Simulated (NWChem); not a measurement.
System: CH5BFN; SMILES CB(N)F

```xyz
9

B      0.0248     0.0536     0.0011
F      1.2850     0.5313     0.0001
C     -0.1896    -1.5035     0.0003
H      0.2655    -1.9437    -0.9024
H     -1.2447    -1.8110     0.0364
H      0.3320    -1.9568     0.8590
N     -1.0114     0.9934     0.0001
H     -1.9881     0.7388     0.0009
H     -0.8361     1.9899    -0.0023
```
Atoms are numbered in this order, from 1.

Geometry: optimised at PBE0/def2-SVP.

 States above −ε(HOMO) = 6.9 eV lie in this functional's continuum and hang on the basis.

Q: List the 4 lowest vertical singlet excitations from PBE/def2-SVPD, TDA (NWChem).

A: 
| state | energy (eV) | oscillator strength | leading excitation (squared amplitude) |
|---|---|---|---|
| S1 | 6.65 | 0.024 | HOMO → LUMO (1.00) |
| S2 | 7.51 | 0.039 | HOMO−1 → LUMO (0.99) |
| S3 | 7.84 | 0.013 | HOMO → LUMO+2 (0.99) |
| S4 | 8.21 | 0.001 | HOMO → LUMO+3 (0.99) |
